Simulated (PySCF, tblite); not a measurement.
Isomers of C4H9FSSi, one GFN2-xTB conformer each. Single-point energies are computed at PBE0/pcSseg-1 (PySCF, gas phase, no added dispersion term), electronic only.

```json
{"SMILES": "C/C=C(/[SiH2]F)SC", "GFN2-xTB relative energy (kJ/mol)": "4.2"}
{"SMILES": "C[SiH2]C[C@@H]1S[C@@H]1F", "GFN2-xTB relative energy (kJ/mol)": "162.8"}
{"SMILES": "C[C@@H]1[SiH2]SC[C@H]1F", "GFN2-xTB relative energy (kJ/mol)": "0.0"}
```

Conformers: `[CH3:1]/[CH:2]=[C:3](/[SiH2:4][F:5])[S:6][CH3:7]` with C2–C3–Si4–F5 -3°, C2–C3–S6–C7 -156°; `[CH3:1][SiH2:2][CH2:3][C@@H:4]1[S:5][C@@H:6]1[F:7]` with C1–Si2–C3–C4 -57°, Si2–C3–C4–S5 164°; `[CH3:1][C@@H:2]1[SiH2:3][S:4][CH2:5][C@H:6]1[F:7]` with C1–C2–Si3–S4 -145°, C2–Si3–S4–C5 -5°, Si3–S4–C5–C6 31°, S4–C5–C6–F7 -175°.

Question: What does PBE0/pcSseg-1 give for the same structures?

Answer: 
| SMILES | PBE0/pcSseg-1 E (Eh) | PBE0/pcSseg-1 (kJ/mol) | GFN2-xTB (kJ/mol) | point group |
| --- | --- | --- | --- | --- |
| C/C=C(/[SiH2]F)SC | -944.79800 | 0.0 | 4.2 | C1 |
| C[C@@H]1[SiH2]SC[C@H]1F | -944.79549 | 6.6 | 0.0 | C1 |
| C[SiH2]C[C@@H]1S[C@@H]1F | -944.75097 | 123.5 | 162.8 | C1 |

GFN2-xTB puts C[C@@H]1[SiH2]SC[C@H]1F lowest instead; measured from each level's own lowest isomer, the values differ by up to 39.3 kJ/mol (C[SiH2]C[C@@H]1S[C@@H]1F: 162.8 against 123.5). As drawn, the lowest has an Si–F bond and a C=C bond outside aromatic rings, which the highest lacks; the highest has a three-membered ring, which the lowest lacks. Neighbours under 10 kJ/mol apart (C/C=C(/[SiH2]F)SC and C[C@@H]1[SiH2]SC[C@H]1F) can change places with a better method, another conformer or zero-point energy.

Question: Which frontier levels, dipoles and rotational constants go with these structures?

Answer: 
```json
{"SMILES": "C/C=C(/[SiH2]F)SC", "HOMO (eV, PBE0/pcSseg-1)": "-6.27", "LUMO (eV)": "-0.27", "dipole (D)": "1.58", "A, B, C (MHz)": "1976, 1401, 849.4"}
{"SMILES": "C[C@@H]1[SiH2]SC[C@H]1F", "HOMO (eV, PBE0/pcSseg-1)": "-6.99", "LUMO (eV)": "-0.08", "dipole (D)": "1.56", "A, B, C (MHz)": "2404, 1618, 1026"}
{"SMILES": "C[SiH2]C[C@@H]1S[C@@H]1F", "HOMO (eV, PBE0/pcSseg-1)": "-6.92", "LUMO (eV)": "0.01", "dipole (D)": "1.96", "A, B, C (MHz)": "3251, 1060, 872.8"}
```

Question: What happens when harmonic zero-point energies from GFN2-xTB frequencies are added?

Answer: 
```csv
SMILES,ZPE (kJ/mol),electronic (kJ/mol),with ZPE (kJ/mol)
C/C=C(/[SiH2]F)SC,305.2,0.0,0.0
C[C@@H]1[SiH2]SC[C@H]1F,316.7,6.6,18.1
C[SiH2]C[C@@H]1S[C@@H]1F,306.6,123.5,124.9
```

The zero-point energies span 11.5 kJ/mol. The order is unchanged.

Question: As an exercise, what shares would exp(−E/RT) give at 1000 K from these electronic energies alone (no entropy, no degeneracies)?

Answer: RT = 8.314 kJ/mol: C/C=C(/[SiH2]F)SC 68.9 %, C[C@@H]1[SiH2]SC[C@H]1F 31.1 %, C[SiH2]C[C@@H]1S[C@@H]1F under 0.1 %.
